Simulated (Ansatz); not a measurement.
Cost and result up the ladder for B(H2O)Cl3 (BCl₃OH₂) (7 atoms). Total charge 0; singlet. Geometry: r2SCAN-D4/def2-SVP.

```xyz
7

B     0.5043    0.3931    0.0314
O    -0.5118   -0.9432   -0.0235
H    -1.0219   -0.8501   -0.8507
H    -1.1368   -0.8282    0.7176
Cl    2.1651   -0.2629    0.2042
Cl   -0.1398    1.2907    1.4901
Cl    0.1409    1.2006   -1.5692
```

Ansatz on 4 threads of Intel Xeon on a shared host. Times are rough, and most runs start from the orbitals of an earlier one. CAM-B3LYP-D4/def2-TZVP serves as the yardstick here, not as an exact answer. Differences are given only for rows in sets of like size (and for xTB, whose basis is part of the method), since another set adds its own error. Binding counts from free atoms at the same level (B doublet, O triplet, H doublet, Cl doublet; other spins of the atoms weren't run), without zero-point energy or a counterpoise term.

B3LYP takes the VWN-RPA correlation. HSE06 is defined as in plane-wave codes, on full-range PBE exchange. Correlated methods freeze 17 core orbitals.

Correlated methods converge slowly with the basis.

```json
{"level": "HF/STO-3G", "functions": "39", "wall time": "2 s"}
{"level": "PBE-D4/def2-SVP", "functions": "92", "wall time": "6 s"}
{"level": "PBE0-D4/def2-SVP", "functions": "92", "wall time": "9.6 s"}
{"level": "revPBE-D4/def2-TZVP", "functions": "185", "wall time": "11 s"}
{"level": "PBE-D4/def2-TZVP", "functions": "185", "wall time": "12 s"}
{"level": "B3LYP-D4/def2-TZVP", "functions": "185", "wall time": "14 s"}
{"level": "r2SCAN-D4/def2-TZVP", "functions": "185", "wall time": "15 s"}
{"level": "PBE0-D4/def2-TZVP", "functions": "185", "wall time": "16 s"}
{"level": "HSE06-D4/def2-TZVP", "functions": "185", "wall time": "17 s"}
{"level": "MP2/def2-TZVP", "functions": "185", "wall time": "17 s"}
{"level": "CAM-B3LYP-D4/def2-TZVP", "functions": "185", "wall time": "19 s"}
{"level": "r2SCAN0-D4/def2-TZVP", "functions": "185", "wall time": "23 s"}
{"level": "r2SCAN-D4/def2-TZVPD", "functions": "233", "wall time": "27 s"}
{"level": "CCSD(T)/def2-TZVPP", "functions": "216", "wall time": "3.4 min"}
```

Estimate what each level gives for the binding energy per atom (eV).


```
                 level  binding energy per atom (eV)  difference from CAM-B3LYP-D4/def2-TZVP (eV)
             HF/STO-3G                          2.91                                            –
       PBE-D4/def2-SVP                          3.66                                            –
      PBE0-D4/def2-SVP                          3.56                                            –
   revPBE-D4/def2-TZVP                          3.48                                         0.03
      PBE-D4/def2-TZVP                          3.59                                         0.13
    B3LYP-D4/def2-TZVP                          3.43                                        -0.02
   r2SCAN-D4/def2-TZVP                          3.52                                         0.07
     PBE0-D4/def2-TZVP                          3.50                                         0.05
    HSE06-D4/def2-TZVP                          3.51                                         0.05
         MP2/def2-TZVP                          3.50                                         0.05
CAM-B3LYP-D4/def2-TZVP                          3.45                                         0.00
  r2SCAN0-D4/def2-TZVP                          3.45                                         0.00
  r2SCAN-D4/def2-TZVPD                          3.52                                         0.07
    CCSD(T)/def2-TZVPP                          3.38                                        -0.07
```
